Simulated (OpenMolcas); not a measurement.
## d8 ions of charge +2 down a group on the Li site of LiF

| Property | Result |
| --- | --- |
| Program | OpenMolcas |
| Method | SS-CASPT2, IPEA 0.25 Eh, imaginary shift 0.1 Eh |
| Spin-orbit coupling | state interaction with AMFI integrals over the reference wave functions |

The d shell is active; CASPT2 correlates the ligand valence shells and the outer metal core. Each dopant is a cluster with its nearest anions in model potentials and point charges, with no relaxation and no local charge compensation. Distances were set from a Shannon-type radius of the metal (high-spin where two are listed) plus a fixed donor radius (F 1.31 Å), in hosts weighted 0.65 to 0.35 with the host's distance in the model lattice. Ligand basis ANO-RCC-VDZP, DKH2 Hamiltonian. States (labels of O, the rotations of Oh). Energies in cm-1 above the lowest state or level, χT in cm3 K/mol; 10Dq and B are least-squares fits to the states below 45000 cm-1, weighted by degeneracy, with a free offset, and given where the rms deviation is under 5 % of |10Dq| (or 100 cm-1) and under 700 cm-1. Spin-only χT is S(S+1) / 2 for the spin of the ground state.

```csv
Ion,Shell,R (Å),Metal basis,Ground state,First state of that spin,10Dq,B (rms of fit),First gap with spin-orbit (degeneracies),χT at 300 K,First state of another spin,Spin-only χT
Ni2+,3d8,2.005,ANO-RCC-VTZP,3A2,3T2 10120,,,"9770 (3, 2)",1.298,1E 14000,1.000
Pd2+,4d8,2.115,ANO-RCC-VTZP,3A2,3T2 18580,,,"8190 (3, 2)",1.278,1E 8350,1.000
Pt2+,5d8,2.076,ANO-RCC-VTZP,3A2,3T2 25310,25452,552 (268),"7180 (3, 2)",1.482,1E 7710,1.000
```

Every ion keeps the highest spin of its shell. χT departs most from the spin-only value for Pt2+, by +0.482 cm3 K/mol.

Roots that are degenerate in the reference are averaged as groups; the widest CASPT2 spread within a group is 120 cm-1 (the 3-fold group of multiplicity 1 near 30600 cm-1 above the lowest state of its run, Pd2+). Shifts and gaps below about the spread of the groups concerned are not significant. Over all roots computed the reference weight is 0.73 to 0.74 in Ni2+, 0.72 to 0.73 in Pd2+, 0.72 to 0.73 in Pt2+; a low but even weight reflects the number of correlated electrons. Ligand-to-metal charge-transfer states are missing. A single d shell leaves out the double-shell effect, which counts most for late 3d ions, where the CASPT2 field can be off either way by tens of per cent (holds for Ni2+). These CASPT2 states fit no ligand-field parameters well, so their order and spin gaps are uncertain (holds for Ni2+). For late 3d ions with one d shell CASPT2 can put B and the spin-flip bands somewhat low as well as high (holds for Ni2+). With one d shell and no ligand orbital active, 10Dq can be off by tens of per cent for divalent 3d ions, low with halides held by bare charges and at times high in hosts, and the orbital part of g and χT goes as 1/10Dq (holds for Ni2+). Free-ion shares, where given, are those of the reference states; single-state CASPT2 does not remix them (holds for Ni2+). Real 4d8 and 5d8 ions are as a rule square planar and diamagnetic (holds for Pd2+; Pt2+). With no ligand orbital active B as a rule stays too high, so bands that hang on it stand too high and its fall with covalency is understated (holds for Pd2+; Pt2+). With one d shell and no ligand orbital active, 10Dq can be off by a tenth or more (holds for Pd2+; Pt2+). The least metal-like active orbital is 83 % on the metal (Löwdin) and no ligand orbital is active, so the numbers are rough (holds for Pt2+). No measured value stands beside these numbers; the geometry was set by hand and not optimised.
